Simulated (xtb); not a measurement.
C₆H₁₄N, doublet, from a rough starting geometry; GFN2-xTB in xtb.

The xtb input:
```
$ xtb mol.xyz --gfn 2 --uhf 1 --opt vtight --json

# file mol.xyz
21

C      1.49475484    -0.51256273     1.21042875
C      1.07460119     0.40990722     0.03646270
C      2.32678821     0.73849408    -0.72960879
N      0.14683641    -0.24719748    -0.96312767
C     -1.30492179    -0.38133703    -0.50926679
C     -1.52134969    -1.18078955     0.71596652
C     -1.90368000     0.99508434    -0.40112563
H      1.93655969    -0.02428950     2.08772685
H      1.48479959    -1.56880908     1.09028761
H      0.62752701     1.22991980     0.47421559
H      2.88561546    -0.07575909    -1.15303058
H      2.08798807     1.45192446    -1.46968942
H      3.04200574     1.26985687    -0.04414782
H      0.49416245    -1.12332185    -1.13528333
H     -1.76915195    -0.79437288    -1.40057117
H     -1.10080360    -2.21310447     0.61316096
H     -1.03590929    -0.76014328     1.57996236
H     -2.53675372    -1.33929497     0.89207862
H     -1.68016056     1.65599566    -1.22081067
H     -1.56127114     1.50361004     0.58405289
H     -2.95277155     0.96353841    -0.29587569
```

**Question.** Predict the main parts of the log of this xtb run.

**Answer.** 
```
   ID    Z sym.   atoms
    1    6 C      1-3, 5-7
    2    7 N      4
    3    1 H      8-21

           -------------------------------------------------
          |                Calculation Setup                |
           -------------------------------------------------

           -------------------------------------------------
          |                 G F N 2 - x T B                 |
           -------------------------------------------------

          ...................................................
          :                      SETUP                      :
          :.................................................:
          :  # basis functions                  42          :
          :  # atomic orbitals                  42          :
          :  # shells                           28          :
          :  # electrons                        43          :
          :  max. iterations                   250          :
          :  Hamiltonian                  GFN2-xTB          :
          :  restarted?                      false          :
          :  GBSA solvation                  false          :
          :  PC potential                    false          :
          :  electronic temp.          300.0000000     K    :
          :  accuracy                    1.0000000          :
          :  -> integral cutoff          0.2500000E+02      :
          :  -> integral neglect         0.1000000E-07      :
          :  -> SCF convergence          0.1000000E-05 Eh   :
          :  -> wf. convergence          0.1000000E-03 e    :
          :  Broyden damping             0.4000000          :
          :  net charge                          0          :
          :  unpaired electrons                  1          :
          ...................................................

 iter      E             dE          RMSdq      gap      omega  full diag
   1    -23.1031581 -0.231032E+02  0.281E+00    8.20       0.0  T
   2    -23.1365384 -0.333803E-01  0.160E+00    7.97       1.0  T
   3    -23.1377056 -0.116712E-02  0.641E-01    8.10       1.0  T
   4    -23.1378980 -0.192478E-03  0.127E-01    8.00       1.0  T
   5    -23.1379934 -0.953301E-04  0.502E-02    8.04       1.0  T
   6    -23.1379959 -0.251764E-05  0.196E-02    8.03       1.1  T
   7    -23.1379962 -0.320074E-06  0.225E-03    8.03       9.7  T
   8    -23.1379962 -0.208316E-07  0.108E-03    8.03      20.2  T
   9    -23.1379962 -0.214092E-08  0.241E-04    8.03      90.7  T
  10    -23.1379962 -0.196241E-09  0.982E-05    8.03     222.1  T

   *** convergence criteria satisfied after 10 iterations ***

         :::::::::::::::::::::::::::::::::::::::::::::::::::::
         ::                     SUMMARY                     ::
         :::::::::::::::::::::::::::::::::::::::::::::::::::::
         :: total energy             -22.791935028062 Eh    ::
         :: gradient norm              0.185091306334 Eh/a0 ::
         :: HOMO-LUMO gap              8.033107257591 eV    ::
         ::.................................................::
         :: SCC energy               -23.137921796023 Eh    ::
         :: -> isotropic ES            0.014281669255 Eh    ::
         :: -> anisotropic ES          0.007239772282 Eh    ::
         :: -> anisotropic XC          0.018102972863 Eh    ::
         :: -> dispersion             -0.013632172105 Eh    ::
         :: repulsion energy           0.345986767961 Eh    ::
         :: add. restraining           0.000000000000 Eh    ::
         :: total charge              -0.000000000000 e     ::
         :::::::::::::::::::::::::::::::::::::::::::::::::::::

      -----------------------------------------------------------
     |                   =====================                   |
     |                        A N C O P T                        |
     |                   =====================                   |
     |               Approximate Normal Coordinate               |
     |                Rational Function Optimizer                |
      -----------------------------------------------------------
      -----------------------------------------------------------
     |                   =====================                   |
     |                        A N C O P T                        |
     |                   =====================                   |
     |               Approximate Normal Coordinate               |
     |                Rational Function Optimizer                |
      -----------------------------------------------------------

          ...................................................
          :                      SETUP                      :
          :.................................................:
          :   optimization level         verytight          :
          :   max. optcycles                   420          :
          :   ANC micro-cycles                  20          :
          :   degrees of freedom                57          :
          :.................................................:
          :   RF solver                   davidson          :
          :   write xtbopt.log                true          :
          :   linear?                        false          :
          :   energy convergence         0.1000000E-06 Eh   :
          :   grad. convergence          0.2000000E-03 Eh/α :
          :   maxmium RF displ.          1.0000000          :
          :   Hlow (freq-cutoff)         0.1000000E-01      :
          :   Hmax (freq-cutoff)         5.0000000          :
          :   S6 in model hess.         20.0000000          :
          ...................................................

generating ANC from exact Hessian ...
Using Lindh-Hessian (1995)
 Shifting diagonal of input Hessian by    8.7887602394616637E-003
 Lowest  eigenvalues of input Hessian
    0.000000    0.000000    0.000000    0.000000    0.000000    0.000000
[...]
 * total energy  :   -22.8205186 Eh     change       -0.1546898E-05 Eh
 * total energy  :   -22.8205197 Eh     change       -0.1141759E-05 Eh
 * total energy  :   -22.8205207 Eh     change       -0.9650889E-06 Eh
 * total energy  :   -22.8205216 Eh     change       -0.8902385E-06 Eh
 * total energy  :   -22.8205223 Eh     change       -0.7390493E-06 Eh
 * total energy  :   -22.8205229 Eh     change       -0.5544041E-06 Eh
 * total energy  :   -22.8205233 Eh     change       -0.4156789E-06 Eh
 * total energy  :   -22.8205237 Eh     change       -0.3579145E-06 Eh
 * total energy  :   -22.8205240 Eh     change       -0.3505410E-06 Eh
 * total energy  :   -22.8205244 Eh     change       -0.3531006E-06 Eh
 * total energy  :   -22.8205247 Eh     change       -0.3361320E-06 Eh
 * total energy  :   -22.8205247 Eh     change       -0.2362377E-08 Eh
   *** GEOMETRY OPTIMIZATION CONVERGED AFTER 44 ITERATIONS ***
         :: total energy             -22.820524702584 Eh    ::
[...]
        12        2.0000           -0.4757396             -12.9455
        13        2.0000           -0.4706647             -12.8074
        14        2.0000           -0.4634220             -12.6104
        15        2.0000           -0.4609052             -12.5419
        16        2.0000           -0.4498400             -12.2408
        17        2.0000           -0.4455104             -12.1230
        18        2.0000           -0.4383631             -11.9285
        19        2.0000           -0.4317955             -11.7498
        20        2.0000           -0.4211058             -11.4589
        21        2.0000           -0.3540202              -9.6334
        22        1.0000           -0.3017282              -8.2104 (HOMO)
        23                          0.0278286               0.7573 (LUMO)
        24                          0.0823351               2.2405
        25                          0.1023604               2.7854
        26                          0.1156801               3.1478
        27                          0.1222321               3.3261
        28                          0.1366882               3.7195
        29                          0.1449580               3.9445
        30                          0.1720615               4.6820
        31                          0.1782599               4.8507
        32                          0.1834709               4.9925
        33                          0.2074183               5.6441
       ...                                ...                  ...
        42                          0.3704979              10.0818
      -------------------------------------------------------------
                  HL-Gap            0.3295568 Eh            8.9677 eV
             Fermi-level           -0.2324120 Eh           -6.3243 eV

     #   Z          covCN         q      C6AA      α(0)
     1   6 C        2.838    -0.125    31.166     9.149
     2   6 C        3.785     0.058    19.615     6.308
     3   6 C        3.759    -0.111    22.680     6.790
     4   7 N        2.684    -0.258    26.684     7.672
     5   6 C        3.782     0.055    19.675     6.319
     6   6 C        3.752    -0.113    22.717     6.797
     7   6 C        3.755    -0.111    22.670     6.789
     8   1 H        0.926     0.020     2.740     2.588
     9   1 H        0.926     0.023     2.688     2.564
    10   1 H        0.924     0.038     2.475     2.460
    11   1 H        0.925     0.038     2.477     2.461
    12   1 H        0.925     0.048     2.347     2.396
    13   1 H        0.925     0.039     2.465     2.455
    14   1 H        0.860     0.138     1.486     1.909
    15   1 H        0.923     0.031     2.574     2.509
    16   1 H        0.925     0.028     2.616     2.529
    17   1 H        0.925     0.044     2.393     2.419
    18   1 H        0.925     0.034     2.531     2.488
    19   1 H        0.925     0.046     2.369     2.407
    20   1 H        0.925     0.041     2.434     2.440
    21   1 H        0.925     0.036     2.497     2.471

 Mol. C6AA /au·bohr⁶  :       3093.083759
 Mol. C8AA /au·bohr⁸  :      64627.534613
 Mol. α(0) /au        :         83.921063

Wiberg/Mayer (AO) data.
largest (>0.10) Wiberg bond orders for each atom

 ---------------------------------------------------------------------------
     #   Z sym  total        # sym  WBO       # sym  WBO       # sym  WBO
 ---------------------------------------------------------------------------
     1   6 C    3.261 --     2 C    1.071     8 H    0.984     9 H    0.984
                             4 N    0.128
     2   6 C    3.983 --     1 C    1.071     3 C    0.976    10 H    0.963
                             4 N    0.952
     3   6 C    3.995 --    13 H    0.987    11 H    0.986    12 H    0.983
                             2 C    0.976
     4   7 N    3.126 --     5 C    1.009    14 H    0.954     2 C    0.952
                             1 C    0.128
     5   6 C    3.986 --     4 N    1.009     7 C    1.007     6 C    0.993
                            15 H    0.957
     6   6 C    3.996 --     5 C    0.993    16 H    0.987    18 H    0.985
                            17 H    0.970
     7   6 C    3.996 --     5 C    1.007    21 H    0.986    19 H    0.985
                            20 H    0.985
     8   1 H    1.000 --     1 C    0.984
     9   1 H    0.999 --     1 C    0.984
    10   1 H    0.999 --     2 C    0.963
    11   1 H    0.999 --     3 C    0.986
    12   1 H    0.998 --     3 C    0.983
    13   1 H    0.998 --     3 C    0.987
    14   1 H    0.981 --     4 N    0.954
    15   1 H    0.999 --     5 C    0.957
    16   1 H    0.999 --     6 C    0.987
    17   1 H    0.998 --     6 C    0.970
    18   1 H    0.999 --     6 C    0.985
    19   1 H    0.998 --     7 C    0.985
    20   1 H    0.998 --     7 C    0.985
    21   1 H    0.999 --     7 C    0.986
 ---------------------------------------------------------------------------

Topologies differ in total number of bonds
Writing topology from bond orders to xtbtopo.mol

molecular dipole:
                 x           y           z       tot (Debye)
 q only:       -0.118       0.024      -0.144
   full:       -0.140      -0.238       0.082       0.731
molecular quadrupole (traceless):
                xx          xy          yy          xz          yz          zz
 q only:        0.808       0.092       0.513      -1.077       0.549      -1.321
  q+dip:       -0.133      -0.708       1.853      -0.789       1.418      -1.719
   full:        0.561      -0.399       1.570      -0.907       1.455      -2.131

optimized geometry written to: xtbopt.xyz

           -------------------------------------------------
          | TOTAL ENERGY              -22.820524702584 Eh   |
          | GRADIENT NORM               0.000038950419 Eh/α |
          | HOMO-LUMO GAP               8.967698010717 eV   |
           -------------------------------------------------
```
